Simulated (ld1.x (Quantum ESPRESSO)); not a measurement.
Logarithmic derivatives: gadolinium, TM semilocal

- Element: Gd (Z = 64)
- Generator: ld1.x (Quantum ESPRESSO) 7.5
- Type: norm-conserving Troullier–Martins (semilocal form)
- Functional: LDA (PZ)
- Relativity: scalar-relativistic
- Frozen core: [Kr] 4d10
- Valence charge: 18
- Reference configuration: 4f6.5 5s2 5p6 5d1.5 6s2 6p0
- Partial waves: 5s (bound): rc 1.40 bohr; 5p (bound): rc 1.95 bohr; 4f (bound): rc 1.25 bohr; 5d (bound): rc 3.35 bohr
- Local potential: the d channel
- Core correction: Bessel-smoothed model core, default radius (core density twice the valence density)

Occupied shells without a wave of their own: 6s. They enter only through the test configuration that unscreens the potential, and ld1.x also counts them in the model core charge.

The phase is arctan(r·u′/u) with u = r·R(r), unwrapped; energies in Ry, scanned from -6 to 5 Ry. A pole is an energy at which the radial function vanishes at the test radius. The pseudo phase is shifted by a multiple of π to meet the all-electron one at the reference energy, and phase errors are pseudo minus all-electron; the curves can meet again beyond the range given. Levels narrower than the energy grid can be missing from the lists of poles.

Problem. For each channel, where are the poles, and over which energies does the pseudopotential scatter like the atom?

Solution.

| channel | radius (bohr) | reference energy (Ry) | poles, all-electron | poles, pseudo | unbroken range about the reference energy with phases within 0.05 rad | phase error 1 Ry above the reference energy (rad) |
| --- | --- | --- | --- | --- | --- | --- |
| s | 3.66 | -3.80 | -3.78, 0.72 | -3.78, 0.68 | below 2.2 | -0.000 |
| p | 3.66 | -2.12 | -2.09, 1.58 | -2.09, 1.49 | below 0.0 | -0.001 |
| d | 3.66 | -0.24 | 0.03, 3.21 | 0.03, 3.33 | below 1.0 | +0.022 |
| f | 3.66 | -0.89 | 2.06 | 2.10 | below 3.1 | +0.001 |

ld1.x takes every shell without a wave as core, so the model core holds the 6s electrons as well and exchange and correlation see them twice. This cancels in the reference configuration, but the file is broken for other ones, and its errors say nothing about a proper core correction.

Phases in the s channel:

```tsv
E (Ry)	all-electron	pseudo
-6.00	1.453	1.453
-5.48	1.446	1.446
-4.96	1.439	1.439
-4.44	1.429	1.429
-3.92	1.412	1.412
-3.40	-1.733	-1.733
-2.88	-1.752	-1.752
-2.36	-1.779	-1.779
-1.84	-1.821	-1.822
-1.32	-1.904	-1.904
-0.80	-2.152	-2.157
-0.28	-3.759	-3.798
0.24	-4.559	-4.569
0.76	-4.721	-4.729
1.28	-4.814	-4.824
1.80	-4.919	-4.939
2.32	-5.150	-5.236
2.84	-6.446	-6.858
3.36	-7.506	-7.574
3.88	-7.697	-7.725
4.40	-7.775	-7.793
4.92	-7.821	-7.837
```
